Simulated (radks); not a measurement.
The numbers below are computed, except where a source is named.
Rb, 37 electrons, occupied as [Kr] 5p1 (not the ground configuration).

Level of theory: scalar-relativistic Kohn-Sham, B86b exchange with PBE correlation, spin-polarised, spherical densities, finite nucleus; open shells are filled with parallel spins first (spin-orbit coupling, left out, can overturn this in heavy ions); Fermi nuclear charge, rms radius 4.2036 fm (a radial shooting solver on a logarithmic mesh with Libxc functionals).

Energy parts (eV):
part                       energy
total                  -81133.289
kinetic                 83092.513
electron-nucleus      -195464.172
Hartree                 33989.961
exchange-correlation    -2751.590

Orbitals (lengths in bohr, moments of r in powers of bohr; r(max) is where P^2 peaks):
| orbital | occ. | eigenvalue (eV) | r(max) |
|---|---|---|---|
| 1s up | 1 | -15037.35 | 0.02628 |
| 1s down | 1 | -15037.35 | 0.02628 |
| 2s up | 1 | -2009.923 | 0.1495 |
| 2s down | 1 | -2009.922 | 0.1495 |
| 2p up | 3 | -1781.905 | 0.1196 |
| 2p down | 3 | -1781.902 | 0.1196 |
| 3s up | 1 | -299.4766 | 0.4509 |
| 3s down | 1 | -299.4735 | 0.4509 |
| 3p up | 3 | -226.3341 | 0.4464 |
| 3p down | 3 | -226.3305 | 0.4464 |
| 3d up | 5 | -105.3883 | 0.3932 |
| 3d down | 5 | -105.3841 | 0.3932 |
| 4s up | 1 | -33.3089 | 1.261 |
| 4s down | 1 | -33.2860 | 1.261 |
| 4p up | 3 | -17.3477 | 1.428 |
| 4p down | 3 | -17.3140 | 1.427 |
| 5p up | 1 | -1.5018 | 6.198 |

The highest occupied level is 5p up at -1.502 eV. Spin moment in Bohr magnetons: 1. The density falls to 0.001 e/bohr^3 at r = 3.85 bohr. The spin density at the nucleus is -0.02618 e/bohr^3 (1s -0.00537, 2s 0.00147, 3s 0.00157, 4s -0.02385). The electron density at the nucleus is 5.581e+04 e/bohr^3 (large components only).

Run on one thread of a shared host, so times are rough (Arm Neoverse N1): 0.34 s of CPU time, 0.34 s wall, 23 iterations on 2437 mesh points.
